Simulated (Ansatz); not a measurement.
Stretching the Be1–H2 bond in BeHI (SMILES [BeH][I]) (multiplicity 1 held, fragments rigid). Energies count from the point at 1.323 Å.
Geometry at that point (charge 0, multiplicity 1):
```xyz
3

Be     0.0000     0.0000    -1.9619
H      0.0000     0.0000    -3.2847
I      0.0000     0.0000     0.2100
```

R- and RO- levels are restricted; in cc, def2 and unpolarised 6-31G sets they are followed outwards from rest. U- levels take the lowest unrestricted solution at each point, which mixes spins at long bonds. Active spaces are followed from a long bond inwards. Curves can end on different states.

Cores are frozen in the correlated methods. Filled d and f shells under p-block atoms count as core.

Run with Ansatz (a program for electronic structure). Each number belongs to the level named beside it. In def2 rows elements past Kr take small-core potentials, without spin–orbit coupling.

Energies in kcal/mol.

```json
[
 {"R (Å)": "1.058", "R-HF/def2-SVPD": "20.5", "U-MP2/def2-SVPD": "20.0", "R-SCS-MP2/def2-SVPD": "19.9", "U-SCS-MP2/def2-SVPD": "19.9", "SC-NEVPT2 on CASSCF(2,2)/def2-SVPD": "20.9", "FIC-MRCISD+Q on CASSCF(2,2)/def2-SVPD": "20.0"},
 {"R (Å)": "1.191", "R-HF/def2-SVPD": "4.1", "U-MP2/def2-SVPD": "3.9", "R-SCS-MP2/def2-SVPD": "3.9", "U-SCS-MP2/def2-SVPD": "3.9", "SC-NEVPT2 on CASSCF(2,2)/def2-SVPD": "4.5", "FIC-MRCISD+Q on CASSCF(2,2)/def2-SVPD": "4.0"},
 {"R (Å)": "1.323", "R-HF/def2-SVPD": "0.0", "U-MP2/def2-SVPD": "0.0", "R-SCS-MP2/def2-SVPD": "0.0", "U-SCS-MP2/def2-SVPD": "0.0", "SC-NEVPT2 on CASSCF(2,2)/def2-SVPD": "0.0", "FIC-MRCISD+Q on CASSCF(2,2)/def2-SVPD": "0.0"},
 {"R (Å)": "1.455", "R-HF/def2-SVPD": "3.0", "U-MP2/def2-SVPD": "2.9", "R-SCS-MP2/def2-SVPD": "2.9", "U-SCS-MP2/def2-SVPD": "2.9", "SC-NEVPT2 on CASSCF(2,2)/def2-SVPD": "2.3", "FIC-MRCISD+Q on CASSCF(2,2)/def2-SVPD": "2.8"},
 {"R (Å)": "1.587", "R-HF/def2-SVPD": "9.9", "U-MP2/def2-SVPD": "9.6", "R-SCS-MP2/def2-SVPD": "9.6", "U-SCS-MP2/def2-SVPD": "9.6", "SC-NEVPT2 on CASSCF(2,2)/def2-SVPD": "8.2", "FIC-MRCISD+Q on CASSCF(2,2)/def2-SVPD": "9.1"},
 {"R (Å)": "1.786", "R-HF/def2-SVPD": "23.8", "U-MP2/def2-SVPD": "22.9", "R-SCS-MP2/def2-SVPD": "22.8", "U-SCS-MP2/def2-SVPD": "22.8", "SC-NEVPT2 on CASSCF(2,2)/def2-SVPD": "20.1", "FIC-MRCISD+Q on CASSCF(2,2)/def2-SVPD": "21.6"},
 {"R (Å)": "1.984", "R-HF/def2-SVPD": "39.3", "U-MP2/def2-SVPD": "37.4", "R-SCS-MP2/def2-SVPD": "37.1", "U-SCS-MP2/def2-SVPD": "37.1", "SC-NEVPT2 on CASSCF(2,2)/def2-SVPD": "32.8", "FIC-MRCISD+Q on CASSCF(2,2)/def2-SVPD": "34.7"},
 {"R (Å)": "2.315", "R-HF/def2-SVPD": "64.5", "U-MP2/def2-SVPD": "65.8", "R-SCS-MP2/def2-SVPD": "59.8", "U-SCS-MP2/def2-SVPD": "67.3", "SC-NEVPT2 on CASSCF(2,2)/def2-SVPD": "52.2", "FIC-MRCISD+Q on CASSCF(2,2)/def2-SVPD": "54.7"},
 {"R (Å)": "2.646", "R-HF/def2-SVPD": "87.1", "U-MP2/def2-SVPD": "78.8", "R-SCS-MP2/def2-SVPD": "79.1", "U-SCS-MP2/def2-SVPD": "81.1", "SC-NEVPT2 on CASSCF(2,2)/def2-SVPD": "67.0", "FIC-MRCISD+Q on CASSCF(2,2)/def2-SVPD": "69.9"},
 {"R (Å)": "3.043", "R-HF/def2-SVPD": "109.7", "U-MP2/def2-SVPD": "84.7", "R-SCS-MP2/def2-SVPD": "96.8", "U-SCS-MP2/def2-SVPD": "87.3", "SC-NEVPT2 on CASSCF(2,2)/def2-SVPD": "78.2", "FIC-MRCISD+Q on CASSCF(2,2)/def2-SVPD": "81.5"},
 {"R (Å)": "3.572", "R-HF/def2-SVPD": "133.2", "U-MP2/def2-SVPD": "87.0", "R-SCS-MP2/def2-SVPD": "112.1", "U-SCS-MP2/def2-SVPD": "89.8", "SC-NEVPT2 on CASSCF(2,2)/def2-SVPD": "84.9", "FIC-MRCISD+Q on CASSCF(2,2)/def2-SVPD": "88.5"},
 {"R (Å)": "4.233", "R-HF/def2-SVPD": "154.1", "U-MP2/def2-SVPD": "87.8", "R-SCS-MP2/def2-SVPD": "119.3", "U-SCS-MP2/def2-SVPD": "90.6", "SC-NEVPT2 on CASSCF(2,2)/def2-SVPD": "87.3", "FIC-MRCISD+Q on CASSCF(2,2)/def2-SVPD": "91.0"}
]
```

Doubts at one or more of the structures used: a restricted determinant that unrestricted orbitals would lower (R-HF/def2-SVPD, R-SCS-MP2/def2-SVPD); a spin-contaminated determinant (U-MP2/def2-SVPD, U-SCS-MP2/def2-SVPD).
